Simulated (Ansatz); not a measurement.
A nudged elastic band was laid between two geometries of FGeH$_{6}$N$_{2}$P (11 atoms, charge 0, multiplicity 1).

Level of theory: RKS PBE0-D4/def2-SVP in Ansatz.

| Item | Value |
| --- | --- |
| movable images | 9 |
| climbing image | yes |
| spring | 5.0 eV/Å² |
| optimiser | quadratic models (default) |
| start path | through a guess of the saddle point |
| force threshold | 0.05 eV/Å |
| iteration limit | 60 |
| end points | relaxed |

Image 0:

```xyz
11
Properties=species:S:1:pos:R:3
N -1.287 0.982 0.493
P 0.410 0.821 0.678
N 0.802 -0.683 1.409
Ge 0.685 0.068 -1.484
F -0.548 -1.195 -1.602
H -1.785 1.469 1.231
H -1.824 0.208 0.108
H 0.310 -1.524 1.117
H 0.945 -0.664 2.414
H 2.025 -0.636 -1.770
H 0.331 1.098 -2.572
```

Image 10:

```xyz
11
Properties=species:S:1:pos:R:3
N -1.387 1.269 0.230
P 0.088 0.498 -0.006
N 0.515 -0.597 1.169
Ge -0.038 -0.941 -2.028
F 0.654 -2.256 -0.966
H -1.555 1.798 1.081
H -2.202 0.734 -0.057
H 0.710 -1.526 0.787
H 0.970 -0.352 2.040
H 1.370 -0.294 -2.442
H 0.940 1.611 0.211
```

**Question.** What changes between the two ends?

**Answer.** Bonds broken: Ge4–H11. Bonds formed: P2–H11.

**Question.** What energy profile does the band end with?

**Answer.** The forces met the threshold. The highest image is number 5 of 0 to 10, 214.9 kJ/mol above the first end and 187.0 kJ/mol above the last; the last end lies 27.8 kJ/mol above the first. The profile has 2 maxima (images 1, 5) with wells between them (image 3): this band takes more than one step, which may be the mechanism or a detour left from its start path. Neighbouring images differ by up to 1.5 eV, so the band resolves the path poorly. A vibrational analysis at the climbing image gives one clearly imaginary mode, 819i cm⁻¹: a first-order saddle point. The orbitals stay closed-shell, which can raise the energy where a bond breaks towards radicals; this wasn't checked here.

| image | path coordinate (Å) | energy (kJ/mol) | Ge4–H11 (Å) | P2–H11 (Å) |
| --- | --- | --- | --- | --- |
| 0 | 0.00 | 0.0 | 1.54 | 3.26 |
| 1 | 1.47 | 22.5 | 1.54 | 3.28 |
| 2 | 2.95 | 21.4 | 1.55 | 3.32 |
| 3 | 4.42 | 7.8 | 1.54 | 3.13 |
| 4 | 5.89 | 65.6 | 1.55 | 2.75 |
| 5 | 7.36 | 214.9 | 1.83 | 1.80 |
| 6 | 8.59 | 80.8 | 2.64 | 1.44 |
| 7 | 9.82 | 70.2 | 3.07 | 1.43 |
| 8 | 11.05 | 46.2 | 3.38 | 1.42 |
| 9 | 12.28 | 31.5 | 3.54 | 1.42 |
| 10 | 13.51 | 27.8 | 3.53 | 1.42 |

**Question.** What is the geometry of the highest image?

**Answer.** 
```xyz
11
Properties=species:S:1:pos:R:3:forces:R:3
N -1.251 0.725 0.685 0.00 0.00 0.00
P 0.278 0.117 0.238 0.00 0.00 0.00
N 0.719 -0.310 1.811 0.00 0.00 0.00
Ge 0.143 -0.462 -1.982 0.00 0.00 0.00
F -0.599 -1.650 -3.079 0.00 0.00 0.00
H -1.201 1.561 1.264 0.00 0.00 0.00
H -1.879 0.870 -0.100 0.00 0.00 0.00
H 1.634 -0.717 1.965 0.00 0.00 0.00
H 0.016 -0.551 2.505 0.00 0.00 0.00
H 1.672 -0.790 -2.075 0.00 0.00 0.00
H 0.533 1.149 -1.211 0.00 0.00 0.00
```

Run time: 17 min on 2 threads of Arm Neoverse V1, with other jobs on the host, peak memory 0.33 GiB.
